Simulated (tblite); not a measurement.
C₄H₁₃PSi₂.
Structure used (GFN2-xTB), in Å, numbered top down from 1:
```
atom  x, y, z in Å
C1     1.9637   -1.2835   -1.1116
C2     1.9849   -0.4051   -0.1241
C3     1.0878   -0.4495    1.0597
Si4   -0.3765    0.7651    0.8114
C5     0.2171    2.5734    0.8139
P6    -1.2047    0.3360   -1.2277
Si7   -2.3100   -1.5677   -0.8933
H8     1.3012   -2.1342   -1.0959
H9     2.6097   -1.1975   -1.9683
H10    2.6619    0.4387   -0.1653
H11    1.6359   -0.1787    1.9610
H12    0.6933   -1.4569    1.1930
H13   -1.3332    0.5658    1.9200
H14    0.8575    2.7688   -0.0419
H15   -0.6235    3.2586    0.7562
H16    0.7771    2.8097    1.7134
H17   -2.3101    1.1494   -1.0698
H18   -3.2773   -1.6986   -1.9824
H19   -3.0208   -1.6233    0.3883
H20   -1.3393   -2.6596   -0.9398
```

All values are computed: GFN2-xTB (tblite) harmonic vibrations without scaling, gas phase. Against measured fundamentals such values can be off by several per cent, at times by over 20. Modes of hydrogen on phosphorus and silicon can be 10 to 20 % off. One conformer, not necessarily the lowest.

Harmonic wavenumbers (cm⁻¹): 32.3, 41.4, 63.5, 70.7, 87.9, 103.9, 134.5, 151.4, 164.9, 278.6, 411.8, 436.2, 466.2, 503.7, 517.6, 576.3, 588.7, 623.1, 653.9, 706.8, 744.4, 756.6, 761.7, 772.4, 790.6, 801.4, 826.5, 831.3, 879.5, 955.7, 1017.8, 1048.2, 1181.0, 1202.7, 1295.8, 1362.7, 1411.1, 1465.8, 1475.2, 1480.7, 1704.8, 2119.1, 2221.3, 2260.2, 2267.8, 2321.6, 2985.7, 2991.0, 3034.0, 3040.2, 3041.3, 3050.2, 3093.2, 3124.5.

A = 1590, B = 1053, C = 785.3 MHz; mass 148.029 u (most abundant isotopes); point group C1, symmetry number 1.

Question: What is the zero-point energy?

Answer: ½Σν̃ = 32465 cm⁻¹ = 92.82 kcal/mol.

Question: Entropy at 273.15 K, 1 bar (ideal gas, RRHO, classical rotation)?

Answer: Translation 40.48, rotation 29.62, vibration 40.93: S = 111.0 cal/(mol K).

Question: And Cp and H(273.15 K) − H(0)?

Answer: Cp = 43.98 cal/(mol K), of which vibrations give 36.03 (their classical limit is 54 R = 107.3); H(273.15 K) − H(0) = 7.56 kcal/mol without the zero-point energy, 5.39 from vibrations.

Question: What must be added to the electronic energy to get the Gibbs energy at 273.15 K and 1 bar?

Answer: ZPE + [H(273.15 K) − H(0)] − T·S = 92.82 + 7.56 − 30.33 = 70.05 kcal/mol.

Question: How do the functions run with temperature in this model?

Answer: 
```json
{"T (K)": "100", "S (cal/(mol K))": "78.7", "Cp (cal/(mol K))": "24.3", "H − H(0) (kcal/mol)": "1.71", "G − H(0) (kcal/mol)": "-6.16", "ln q(vib)": "3.74"}
{"T (K)": "200", "S (cal/(mol K))": "98.7", "Cp (cal/(mol K))": "35.2", "H − H(0) (kcal/mol)": "4.67", "G − H(0) (kcal/mol)": "-15.08", "ln q(vib)": "7.92"}
{"T (K)": "300", "S (cal/(mol K))": "115.3", "Cp (cal/(mol K))": "47.0", "H − H(0) (kcal/mol)": "8.79", "G − H(0) (kcal/mol)": "-25.80", "ln q(vib)": "11.63"}
{"T (K)": "500", "S (cal/(mol K))": "143.8", "Cp (cal/(mol K))": "64.9", "H − H(0) (kcal/mol)": "20.11", "G − H(0) (kcal/mol)": "-51.80", "ln q(vib)": "18.44"}
{"T (K)": "800", "S (cal/(mol K))": "178.3", "Cp (cal/(mol K))": "81.6", "H − H(0) (kcal/mol)": "42.30", "G − H(0) (kcal/mol)": "-100.33", "ln q(vib)": "27.54"}
{"T (K)": "1000", "S (cal/(mol K))": "197.3", "Cp (cal/(mol K))": "89.0", "H − H(0) (kcal/mol)": "59.38", "G − H(0) (kcal/mol)": "-137.93", "ln q(vib)": "32.94"}
```

q(vib) and H(0) count from the zero-point level.

Question: Blend soft modes into free rotors: weight 1/[1 + (100 cm⁻¹/ν̃)⁴] for the oscillator and the rest for a rotor with moment μB/(μ + B), μ = h/(8π²ν), B = 10⁻⁴⁴ kg m². What vibrational entropy results?

Answer: 35.81 cal/(mol K) in place of 40.93, which changes −T·S at 273.15 K by +1.40 kcal/mol.

Hindered rotation and anharmonicity are outside this model. Other conformers, if any are populated, would add a mixing term that is left out. The structure is chiral; the term R ln 2 for an equal mix with its mirror image is left out.

The run took 3.9 s on an Intel Xeon at 2.50 GHz with one thread, on a shared host. This covers the Hessian and the dipole derivatives.
